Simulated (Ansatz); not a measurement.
A structure relaxed at PBE0-D4/def2-TZVP, charge 0, multiplicity 1:

```tsv
atom	x (Å)	y (Å)	z (Å)
C1	-0.1828	-1.2981	0.3201
Ge2	0.3256	-0.0250	-1.0600
S3	1.0669	1.8683	-0.1145
S4	-0.6329	2.4373	0.8992
H5	-0.5632	-2.2129	-0.1379
H6	0.6790	-1.5417	0.9415
H7	-0.9665	-0.8668	0.9435
H8	-0.8657	0.3317	-1.9648
H9	1.5166	-0.5231	-1.9008
H10	-0.3771	1.8302	2.0737
```

**Question.** Give its formula and SMILES.

**Answer.** CH6GeS2, `[CH3][GeH2][S]S`.

**Question.** Summarise the bond lengths by kind.

**Answer.** 1 × C–Ge 1.945 Å; 3 × C–H 1.090 to 1.091 Å; 1 × Ge–S 2.242 Å; 2 × Ge–H 1.538 to 1.541 Å; 1 × S–S 2.059 Å; 1 × H–S 1.347 Å.

Program: Ansatz 0.2.0.
